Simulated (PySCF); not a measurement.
# Ionisation energy of Bi⁺ by level of theory

Bi⁺ [Xe] 4f14 5d10 6s2 6p2 (3P) → Bi²⁺ [Xe] 4f14 5d10 6s2 6p1 (2P), as a difference of total energies. Computed with PySCF 2.14 in Sapporo-DKH3-DZP-2012, with scalar relativity by spin-free X2C-1e. Correlated levels: valence and next inner shell: [Kr] 4d10 4f14 frozen. The calculations carry no spin-orbit coupling.

```
                                method  ionisation energy (eV)
                                   UHF                  15.342
    MP2 (valence and next inner shell)                  15.667
SCS-MP2 (valence and next inner shell)                  15.558
   CCSD (valence and next inner shell)                  15.611
CCSD(T) (valence and next inner shell)                  15.619
```

Question: How much does correlation contribute at CCSD(T) (valence and next inner shell)?

Answer: 15.619 − (15.342) = 0.277 eV, measured against UHF.

Spin-orbit coupling is strong in these open shells (close to jj coupling). The scalar numbers leave it out and a first-order estimate fails, so it can dominate the gap to the real levels.

Errors of the correlated levels include the incompleteness of this basis and the frozen core.

For comparison: 16.703 eV (measured; NIST Atomic Spectra Database, ionization energies).
